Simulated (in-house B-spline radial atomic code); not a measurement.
# Ionising Au with different functionals

Computed with an all-electron radial atomic-structure program (B-spline basis): scalar-relativistic (spin-free X2C) Hamiltonian, Fermi nucleus of rms radius 5.4371 fm, spin-polarised at highest spin, spherical fractional occupations for the functionals, and exact exchange of hybrids averaged over the configuration. The ionisation energy is the difference of two self-consistent energies, [Xe] 4f14 5d10 6s1 → [Xe] 4f14 5d10, without Breit or QED terms; ε is the level of the shell that loses the electron (its least bound occupied spin orbital). There is no spin-orbit coupling in this Hamiltonian.

```csv
method,rung,ΔSCF (eV),-ε(6s) (eV)
PBE0,global hybrid,9.23,6.72
B3LYP,global hybrid,9.46,6.66
TPSSh,global hybrid,9.25,6.25
M06-2X,global hybrid,8.95,7.42
BHandHLYP,global hybrid,8.94,7.28
r2SCAN0,global hybrid,9.28,7.01
B97-1,global hybrid,9.12,6.41
HSE06,range-separated hybrid,?,?
wB97X,range-separated hybrid,?,?
CAM-B3LYP,range-separated hybrid,9.28,7.89
LC-wPBE,range-separated hybrid,8.91,8.84
```

Q: What does HSE06 give?

A: ΔSCF 9.27 eV, and -ε(6s) = 6.35 eV.

Q: What does wB97X give?

A: ΔSCF 8.86 eV, and -ε(6s) = 8.48 eV.

Q: Among the functionals, which spreads more, the ΔSCF values or the orbital energies?

A: The orbital energies: ΔSCF values span about 0.60 eV and the orbital energies 2.59 eV; here energy differences depend much less on the functional than eigenvalues do.

Q: How do they compare with the NIST value?

A: NIST lists 9.226 eV (measured, ground level to ground level). Errors run from -0.37 to +0.24 eV; PBE0 is closest (+0.00 eV), but part of that can be cancellation, since the calculations leave out Breit-QED terms.
